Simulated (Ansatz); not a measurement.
C2H6BClS2, singlet, geometry from GFN2-xTB; Ansatz (an electronic-structure program) with HF/def2-TZVPPD.

Ansatz was given this input:
Ansatz 0.2 input:
```yaml
crystal:
  periodic: [false, false, false]
  atoms:
    - {symbol: B, position_ang: [-0.12181800, 0.10280577, 0.30664482]}
    - {symbol: Cl, position_ang: [0.22881097, -0.01006747, 2.00359556]}
    - {symbol: S, position_ang: [0.93793835, -0.68929373, -0.91981756]}
    - {symbol: C, position_ang: [2.22709720, -1.47476537, 0.09815736]}
    - {symbol: H, position_ang: [2.75319122, -0.71224450, 0.66323037]}
    - {symbol: H, position_ang: [2.90125441, -1.97219615, -0.59102990]}
    - {symbol: H, position_ang: [1.76745250, -2.19384761, 0.76835729]}
    - {symbol: S, position_ang: [-1.57371448, 1.03309523, -0.19627871]}
    - {symbol: C, position_ang: [-1.54279483, 0.88343778, -2.01554859]}
    - {symbol: H, position_ang: [-0.62402238, 1.31578716, -2.39735139]}
    - {symbol: H, position_ang: [-2.40379716, 1.43018715, -2.38327324]}
    - {symbol: H, position_ang: [-1.60817131, -0.16342645, -2.29239401]}
basis:
  gaussian:
    orbitals: def2-TZVPPD.json
hamiltonian:
  xc: hf
```
The basis file holds def2-TZVPPD in the JSON format of the Basis Set Exchange.

**Question.** Write the output that Ansatz gives for this input, abridged.

**Answer.** 
```
Functional definition: HF
2269 factors; their error is unknown
mean field evaluation 1: about -36967.7135 eV, gradient 2.8e1 eV
mean field evaluation 2: about -36969.9104 eV, gradient 1.0e1 eV
mean field evaluation 4: about -36970.2618 eV, gradient 1.0e0 eV
mean field evaluation 8: about -36970.7097 eV, gradient 5.2e-1 eV
mean field -36970.70999090 eV, -1358.6485325185 hartree, gradient 2.5e-5 eV, S^2 0.000000; 0 other end points of the search recorded, 0 dependent functions left out
reference -36970.70999090 eV, -1358.6485325185 hartree; 36, 36 occupied and 330, 330 virtual orbitals, 2269 factors
Total energy: -36970.70999090 eV, -1358.6485325185 hartree
```
